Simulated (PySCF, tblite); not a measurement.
Compound: C5H8B2Cl2.
Geometry (GFN2-xTB, Å), atoms numbered from 1 in this order:
```xyz
17
C5H8B2Cl2 angstrom
B     -2.0808    0.6446    1.2477
C     -1.4146    0.8684   -0.1586
C     -0.3833   -0.1556   -0.5636
C     -0.9040   -1.5185   -0.9241
C      0.8797    0.1289   -0.5962
C      2.1631    0.4135   -0.5529
B      3.0220    0.2300    0.7111
Cl     4.7109    0.5890    0.6909
Cl     2.3238   -0.3343    2.1869
H     -2.9076    1.3954    1.5926
H     -1.7698   -0.2420    1.9404
H     -0.9576    1.8626   -0.1620
H     -2.1901    0.9059   -0.9311
H     -1.4845   -1.9148   -0.0932
H     -1.5567   -1.4508   -1.7940
H     -0.0892   -2.2014   -1.1473
H      2.6320    0.7913   -1.4566
```

Jobs on this species (17 atoms, 82 electrons) with PySCF (density fitting) and tblite. Hardware of each: an Intel Xeon at 2.50 GHz with one thread, on a shared host. Other jobs ran on the host; a repeat could differ by tens of per cent or more.

Question: Rank these jobs by wall time, shortest first.
A. GFN2-xTB; Hessian by finite differences
B. PBE0/pcSseg-1; shieldings, charges and field gradients, density and orbital grids written; 207 basis functions
C. GFN2-xTB; L-BFGS relaxation

Answer: A (2.1 s), C (3.4 s), B (1.9 min).

All jobs:

```csv
level and settings,work,basis functions,SCF cycles,wall time
GFN2-xTB,Hessian by finite differences,–,–,2.1 s
GFN2-xTB,L-BFGS relaxation,–,–,3.4 s
PBE0/pcSseg-1,"shieldings, charges and field gradients, density and orbital grids written",207,14,1.9 min
```

What do all jobs in the table cost together?

About 2.0 min; the longest takes about 95 % of that, and about 54 times as long as the shortest.
